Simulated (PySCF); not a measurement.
**Orbital picture of ZnF**

PBE0 at R = 1.787 Å; basis Zn jorge-DZP-DKH, F jorge-DZP-DKH; spin-free X2C with a Gaussian nucleus; PySCF 2.14. State: ²Σ⁺ (doublet), unpaired electrons σ ↑. Only the outer orbitals are listed, counted within each symmetry.

```
spin  orbital  occ.  ε (eV)  on Zn (%)           main shells (%)
   α       9σ     1  -10.70         36  62 F p, 20 Zn s, 15 Zn d
   α       4π     1   -9.53          7                    92 F p
   α       4π     1   -9.53          7                    92 F p
   α      10σ     1   -6.72         89  71 Zn s, 17 Zn p, 11 F p
   α       5π     0   -0.61         98                   98 Zn p
   α       5π     0   -0.61         98                   98 Zn p
   α      11σ     0    1.50        100           90 Zn p, 9 Zn s
   β       9σ     1  -10.03         33  66 F p, 19 Zn s, 11 Zn d
   β       4π     1   -9.43          7                    93 F p
   β       4π     1   -9.43          7                    93 F p
   β      10σ     0   -3.46         90  77 Zn s, 11 Zn p, 10 F p
   β       5π     0    0.20         98                   98 Zn p
   β       5π     0    0.20         98                   98 Zn p
```

**Question.** Which are the highest filled and the lowest empty level, where do they sit, and how wide is the gap?

**Answer.** Highest filled α 10σ at -6.72 eV (in %: 71 Zn s, 17 Zn p, 11 F p); lowest empty β 10σ at -3.46 eV (in %: 77 Zn s, 11 Zn p, 10 F p); the gap at PBE0 is 3.26 eV.

The bond order (Mayer) is 0.84, the ⟨S²⟩ is 0.752 and the charge on Zn (Mulliken, basis-dependent) is 0.51. The charge on Zn (Löwdin, basis-dependent) is 0.42 and the dipole moment (positive dipole means Zn(−)F(+)) is -3.06 D. The polarisability along the bond is 27.8 bohr³. The polarisability across the bond is 27.2 bohr³.

The state is the lowest determinant that a PBE0 search found; another state may lie lower at other levels.
